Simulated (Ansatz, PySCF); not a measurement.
Process, species as SMILES: [C-]#[N+]CC -> [C-]#[N+][CH-]C + H+
Each molecule is optimised on its own at B3LYP-D3(BJ)/def2-TZVP (Ansatz, a program for electronic structure).

Quantity: gas-phase deprotonation energy (enthalpy at 298 K, with B3LYP-D3(BJ) rigid-rotor harmonic-oscillator terms from PySCF), in kcal/mol. Valence correlation only, unless marked. Spin-orbit coupling is left out. Non-relativistic. Anions need diffuse functions: aug- sets have them; def2-D sets add few; the other sets have none. Basis-set limits of correlation are two-point, X^-3; Hartree-Fock from the larger set. The bracket is a focal-point correction in the basis named.

```json
[
 {"level": "r2SCAN-D4/def2-TZVPD", "program": "Ansatz + dftd4", "gas-phase deprotonation energy (kcal/mol)": "[?]"},
 {"level": "B3LYP-D3(BJ)/def2-TZVPD", "program": "Ansatz + dftd3", "gas-phase deprotonation energy (kcal/mol)": "383.8"},
 {"level": "CAM-B3LYP-D3(BJ)/def2-TZVPD", "program": "Ansatz + dftd3", "gas-phase deprotonation energy (kcal/mol)": "384.7"},
 {"level": "SCS-MP2/cc-pVTZ", "program": "Ansatz", "gas-phase deprotonation energy (kcal/mol)": "391.9"},
 {"level": "CCSD/cc-pVTZ", "program": "Ansatz", "gas-phase deprotonation energy (kcal/mol)": "[?]"},
 {"level": "RI-MP2/CBS(aug-cc-pVTZ,aug-cc-pVQZ)+[CCSD(T)-MP2]/aug-cc-pVTZ", "program": "Ansatz", "gas-phase deprotonation energy (kcal/mol)": "385.7"}
]
```

Task: Fill in the missing entries.

Result: 
- r2SCAN-D4/def2-TZVPD, gas-phase deprotonation energy (kcal/mol): 381.7
- CCSD/cc-pVTZ, gas-phase deprotonation energy (kcal/mol): 394.2
